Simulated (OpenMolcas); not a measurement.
## O+: CASPT2 settings compared

* Program: OpenMolcas
* Basis: ANO-RCC-VDZP [3s2p1d]
* Scalar Hamiltonian: DKH4, point nucleus
* Active space: 3 electrons in 3 orbitals (2p)
* State averaging: 2S+1 = 4 odd, 1 root; 2S+1 = 2 odd, 8 roots kept (CI in the orbitals of an earlier block)
* Spin-orbit coupling: state interaction with AMFI integrals over the reference wave functions, term energies averaged over their components

Methods on the same reference wave functions:
A. CASSCF
B. SS-CASPT2, IPEA 0.3 Eh, imaginary shift 0.05 Eh (closed shells correlated: 1s 2s)
C. SS-CASPT2, IPEA 0.3 Eh, sigma2 regulariser 0.15 Eh (closed shells correlated: 1s 2s)
D. XMS-CASPT2, IPEA 0.2 Eh, no level shift (closed shells correlated: 1s 2s)

Energies in eV above 2s² 2p³ ⁴S°_3/2, the measured ground level; measured values from NIST Handbook of Basic Atomic Spectroscopic Data.

| Level | A | B | C | D | Measured |
| --- | --- | --- | --- | --- | --- |
| 2s² 2p³ ⁴S°_3/2 | 0.0000 | 0.0000 | 0.0000 | 0.0000 | 0.0000 |
| 2s² 2p³ ²D°_3/2 | 3.8074 | 3.674 | 3.674 | 3.660 | 3.3266 |
| 2s² 2p³ ²D°_5/2 | 3.8077 | 3.674 | 3.674 | 3.661 | 3.3241 |
| 2s² 2p³ ²P°_1/2 | 6.3460 | 5.721 | 5.721 | 5.667 | 5.0176 |
| 2s² 2p³ ²P°_3/2 | 6.3464 | 5.721 | 5.721 | 5.668 | 5.0174 |

Deviations, from unrounded energies. A percentage is the sum of absolute deviations over the sum of measured energies, with the sign that they share, or ± where signs differ.

| Against measurement | Levels | A | B | C | D |
| --- | --- | --- | --- | --- | --- |
| mean absolute deviation (cm-1) | 4 | 7300 | 4200 | 4200 | 4000 |
| other terms of the ground configuration (%) | 4 | +21.7 | +12.6 | +12.6 | +11.8 |

D lies closest to measurement on these levels and A furthest from it. The largest miss of D in the table is 2s² 2p³ ²P°_3/2, by +5200 cm-1. The ranking rests on the paired levels alone, and a cruder setting can come out closer through cancelling errors.

Among B to D the level of the table that moves most is 2s² 2p³ ²P°_1/2, by 430 cm-1 (lowest in D, highest in B). Moves below CASPT2's spread within the term are not significant.

The mean deviations of B to D differ by less than CASPT2's widest spread within a term (1000 cm-1), so their order carries little weight.

From A to B the spin-free energies of the other terms of 2s² 2p³ shown, above ⁴S°, scale by factors of 0.90 to 0.96.

The lowest spin-free term lies below A's lowest term by 0.075 hartree in B, 0.075 hartree in C, 0.077 hartree in D.

CASPT2 does not keep the components of a term degenerate, so their means are used; among the terms shown or strongly mixed into the levels shown the widest spread is 1000 cm-1 (2s² 2p³ ²D°, D). Terms from blocks run as CI alone lack orbitals of their own. With the s shell closed, the reference lacks s² → p² mixing. Without dynamic correlation excited terms often stand tens of per cent too high (terms of higher spin than the ground term too low), and those without a measured partner can miss by more than the paired ones (holds for A). Measured partners are found by configuration, term and J. A level has none where our copy of the source lacks it or the pairing is in doubt (some pairs that miss far off the trend of their configuration count as doubtful), and it then counts in no deviation. Only configurations of the active space appear.

° marks odd parity.
